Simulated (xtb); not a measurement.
hydrogen sulfide (H₂S), singlet, at a GFN2-xTB geometry. Base run: GFN2-xTB (xtb 6.7.1).

The xtb input:
```
$ xtb mol.xyz --gfn 2 --json

# file mol.xyz
3

S     -0.00035523    -0.00209154     0.10204772
H     -0.03705710     0.97315096    -0.79691824
H      0.04274080    -0.93968637    -0.83584535
```

Variants of this job, named by their change:

```
change        ΔE vs base (kJ/mol)  HOMO-LUMO gap (eV)  dipole (D)  G_solv (kcal/mol)  SCF cycles
------------  -------------------  ------------------  ----------  -----------------  ----------
base                         0.00                5.21        1.97                  -           8
acc = 1000                   0.00                5.21        1.96                  -           4
gbsa = water                -9.49                5.30        2.14              -2.87           9
alpb = dmso                     …                   …           …                  …           9
acc = 30                     0.00                5.21        1.97                  -           7
alpb = chcl3               -11.61                5.26        2.06              -2.95           8
```

### Question
Some entries are withheld; supply them.

### Answer

- alpb = dmso, ΔE vs base (kJ/mol): -16.19
- alpb = dmso, HOMO-LUMO gap (eV): 5.32
- alpb = dmso, dipole (D): 2.17
- alpb = dmso, G_solv (kcal/mol): -4.70

ALPB and GBSA are two models with their own fitted parameters for each solvent, which aren't always the measured dielectric constant.
